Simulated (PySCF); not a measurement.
**Krypton: a sound run and one with changed settings**

Sound run: Kr²⁺ [Ar] 3d10 4s2 4p4, Kr³⁺ [Ar] 3d10 4s2 4p3. Computed with PySCF 2.14 in aug-cc-pVDZ-DK, with the spin-free X2C one-electron Hamiltonian (Gaussian nucleus). In the sound run the correlated levels freeze [Ar] 3d10. The sound run starts from symmetry-adapted Hartree-Fock orbitals and uses a fine grid where one is needed.

Changed run: no relativity, point nucleus. This setting is unsound on purpose.

```tsv
species	method	sound run (hartree)	changed run (hartree)	converged
Kr²⁺	UHF	-2786.71490	-2727.46753	yes
Kr²⁺	LDA	-2784.58668	-2725.35007	yes
Kr²⁺	B3LYP	-2788.52298	-2729.28178	yes
Kr²⁺	MP2	-2786.79016	-2727.54414	yes
Kr²⁺	CCSD(T)	-2786.80648	-2727.56138	yes
Kr³⁺	UHF	-2785.45698	-2726.21331	yes
Kr³⁺	LDA	-2783.27170	-2724.03879	yes
Kr³⁺	B3LYP	-2787.21171	-2727.97444	yes
Kr³⁺	MP2	-2785.51670	-2726.27451	yes
Kr³⁺	CCSD(T)	-2785.53175	-2726.29063	yes
```

Ionisation energy of Kr²⁺:

```
 method  sound run (eV)  changed run (eV)
    UHF          34.230            34.129
    LDA          35.783            35.682
  B3LYP          35.681            35.575
    MP2          34.653            34.549
SCS-MP2          34.664            34.559
   CCSD          34.677            34.569
CCSD(T)          34.687            34.579
```

Most of the change in total energy is the relativistic energy itself. On top of that the contraction fixes the core shape for the Hamiltonian it was made with, so the changed run is not a good calculation with the other Hamiltonian either.

For comparison, NIST gives 35.838 ± 0.02 eV between the lowest levels.
